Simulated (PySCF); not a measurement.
Sn(H)2(vinyl)(OH) (C2H6OSn), SMILES C=[CH][SnH2][OH].

Geometry: PBE0-D3(BJ)/def2-SVP. The structure was generated by enumeration; whether it is a known compound was not checked. The def2 effective core potentials stand for the cores of Sn; spin–orbit coupling is left out. One conformer was computed; it need not be the lowest.

Computed with IEF-PCM-M06-2X/def2-SVP in PySCF.

The values are the electrostatic part of the solvation free energy, E(continuum) − E(gas) at the gas-phase geometry, in a cavity of scaled van der Waals radii (PySCF's table); cavitation and dispersion terms are not included. A continuum can't describe solvent molecules that bind to the metal. In vacuum the orbital gap is 9.36 eV. The dipole moment in vacuum is 2.34 D.

Problem. Estimate the values in water (ε = 78.36), dimethylsulfoxide (ε = 46.83), chloroform (ε = 4.71). (Estimate from the structure and the level; the computed values follow.)

Solution. 
```json
[
 {"solvent": "water", "ε": "78.36", "ΔG(elec) (kcal/mol)": "-6.0", "dipole (D)": "2.89", "gap (eV)": "9.44"},
 {"solvent": "dimethylsulfoxide", "ε": "46.83", "ΔG(elec) (kcal/mol)": "-5.9", "dipole (D)": "2.88", "gap (eV)": "9.44"},
 {"solvent": "chloroform", "ε": "4.71", "ΔG(elec) (kcal/mol)": "-4.2", "dipole (D)": "2.72", "gap (eV)": "9.42"}
]
```
